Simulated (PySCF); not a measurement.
# One molecule, a ladder of functionals, a line

Molecule: `BBCC`, C2H8B2.

Structure with atom numbers: `[BH2:1][BH:2][CH2:3][CH3:4]`. Hydrogens are named by the atom that carries them.

GIAO shieldings (ppm, equivalent atoms averaged) in PySCF 2.14.0 with density-fitted response routines on the PBE0-D3(BJ)/def2-SVP geometry, basis pcSseg-2, gas phase, non-relativistic:

```tsv
functional	exact exchange (%)	σ(B1)	σ(B2)	σ(C3)
BLYP	0	-20.2	-19.2	140.7
BP86	0	-18.0	-16.0	145.3
PBE	0	-21.2	-18.7	144.7
B3LYP	20	-15.1	-14.1	147.7
PBE0	25	-13.6	-11.7	153.1
mPW1PW91	25	-12.0	-10.7	152.9
HF	100	12.7	11.9	167.8
```

Q: Fit each shielding as a line in the percentage of exact exchange.

A: σ(B1) = -20.4 + 0.33 x (rms 1.2 ppm); σ(B2) = -18.5 + 0.30 x (rms 1.2 ppm); σ(C3) = 144.4 + 0.24 x (rms 2.1 ppm). The functionals also differ in their semilocal parts, which the line can't hold; Hartree–Fock has no correlation at all.

Q: What does the line predict for BHandHLYP (50 %), and what does the run give?

A: σ(B1): -3.9 predicted, -6.3 computed; σ(B2): -3.5 predicted, -5.7 computed; σ(C3): 156.4 predicted, 156.0 computed ppm.
